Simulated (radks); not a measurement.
Problem. Spherical quantum dot in the effective-mass picture: electrons in a hard-walled sphere of radius 2.49, with a point charge +2 (a donor) at the centre, all in effective atomic units (hartree* = m*/eps^2 hartree, bohr* = eps/m* bohr), one dielectric constant everywhere. Method: non-relativistic Kohn-Sham, PBEsol, spin-polarised, spherical densities; computed with a radial shooting solver with Libxc functionals. Levels are named by radial order and angular momentum (1s, 1p, 1d, 2s, ...), and open shells are averaged over m. Each electron was tried in the lowest free levels, single moves between levels near the top were tried too, and the lowest total energy was kept; such a search can miss a lower state. Give the order in which the levels fill up to N = 26, the shell closures and the spin along the way.

Solution. Shells are first occupied in the order 1s, 1p, 2s, 1d, 1f. Open shells at each N (closed shells left out): 1: 1s(up 1, down 0); 2: none; 3: 1p(up 1, down 0); 4: 1p(up 2, down 0); 5: 1p(up 3, down 0); 6: 1p(up 3, down 1); 7: 1p(up 3, down 2); 8: none; 9: 2s(up 1, down 0); 10: none; 11: 1d(up 1, down 0); 12: 1d(up 2, down 0); 13: 1d(up 4, down 0) 2s(up 1, down 0); 14: 1d(up 5, down 0) 2s(up 1, down 0); 15: 1d(up 5, down 0); 16: 1d(up 5, down 1); 17: 1d(up 5, down 2); 18: 1d(up 5, down 4) 2s(up 1, down 0); 19: 2s(up 1, down 0); 20: none; 21: 1f(up 1, down 0); 22: 1f(up 2, down 0); 23: 1f(up 3, down 0); 24: 1f(up 4, down 0); 25: 1f(up 5, down 0); 26: 1f(up 6, down 0). All shells are closed at N = 2, 8, 10, 20 (there: 1s2 1p6 1d10 2s2). Largest 2S: 6, at N = 14, 26.
